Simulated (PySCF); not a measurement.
**Spin-rotation constants: SMILES FC(C1=PC=CC(C)=N1)(F)F, C$_{6}$H$_{5}$F$_{3}$NP**

Molfile (atoms numbered from 1):
```
C6H5F3NP
     RDKit          3D

 16 16  0  0  0  0  0  0  0  0999 V2000
   -2.0673   -1.2470   -0.1635 C   0  0  0  0  0  0  0  0  0  0  0  0
   -0.9922   -0.2172   -0.0503 C   0  0  0  0  0  0  0  0  0  0  0  0
   -1.3063    1.1394    0.0916 C   0  0  0  0  0  0  0  0  0  0  0  0
   -0.3508    2.1206    0.2067 C   0  0  0  0  0  0  0  0  0  0  0  0
    1.3731    1.8525    0.2076 P   0  0  0  0  0  0  0  0  0  0  0  0
    1.2948    0.1137    0.0299 C   0  0  0  0  0  0  0  0  0  0  0  0
    2.6161   -0.6087   -0.0205 C   0  0  0  0  0  0  0  0  0  0  0  0
    2.7149   -1.5859    0.8896 F   0  0  0  0  0  0  0  0  0  0  0  0
    3.6363    0.2380    0.2127 F   0  0  0  0  0  0  0  0  0  0  0  0
    2.8553   -1.1695   -1.2157 F   0  0  0  0  0  0  0  0  0  0  0  0
    0.2477   -0.6704   -0.0764 N   0  0  0  0  0  0  0  0  0  0  0  0
   -1.6622   -2.1486   -0.6128 H   0  0  0  0  0  0  0  0  0  0  0  0
   -2.9010   -0.8768   -0.7548 H   0  0  0  0  0  0  0  0  0  0  0  0
   -2.4380   -1.4978    0.8302 H   0  0  0  0  0  0  0  0  0  0  0  0
   -2.3516    1.4175    0.1073 H   0  0  0  0  0  0  0  0  0  0  0  0
   -0.6765    3.1491    0.3068 H   0  0  0  0  0  0  0  0  0  0  0  0
  1  2  1  0
  2  3  2  0
  3  4  1  0
  4  5  2  0
  5  6  1  0
  6  7  1  0
  7  8  1  0
  7  9  1  0
  7 10  1  0
  6 11  2  0
 11  2  1  0
  1 12  1  0
  1 13  1  0
  1 14  1  0
  3 15  1  0
  4 16  1  0
M  END
```

Level of theory: GIAO wB97X-D/pcSseg-1 magnetisability, rotational g tensor and spin-rotation constants, non-relativistic, gas phase (PySCF 2.14.0). Geometry: GFN2-xTB.

Question: Give the nuclear spin-rotation constants along the inertial axes (H = +C I·J) beside the isotropic shieldings.

Answer: Rotational constants 1.5395, 0.7723, 0.5668 GHz. A star marks the isotopologue with that one atom substituted, in its own axes.
```tsv
atom	isotope	Caa (kHz)	Cbb (kHz)	Ccc (kHz)	mean (kHz)	σ (ppm)
P5	31P	4.165	2.054	0.535	2.251	108.5
F8	19F	2.298	0.873	0.629	1.266	254.2
F9	19F	1.955	0.858	0.661	1.158	264.9
F10	19F	2.302	0.927	0.640	1.290	248.9
N11	14N	0.519	0.176	0.006	0.234	-109.9
H12	1H	-0.114	-0.004	-0.053	-0.057	28.7
H13	1H	-0.015	-0.082	-0.036	-0.044	29.1
H14	1H	-0.152	-0.074	0.012	-0.071	28.7
H15	1H	0.178	-0.084	-0.057	0.012	24.0
H16	1H	-0.059	0.064	-0.059	-0.018	22.1
C1	13C*	0.235	0.104	0.105	0.148	157.6
C2	13C*	0.753	0.356	0.080	0.396	21.9
C3	13C*	0.746	0.272	0.059	0.359	55.2
C4	13C*	0.662	0.486	0.053	0.401	8.2
C6	13C*	1.069	0.291	0.097	0.486	-10.0
C7	13C*	0.493	0.229	0.173	0.298	55.9
```
For the geometry as given, no vibrational averaging.
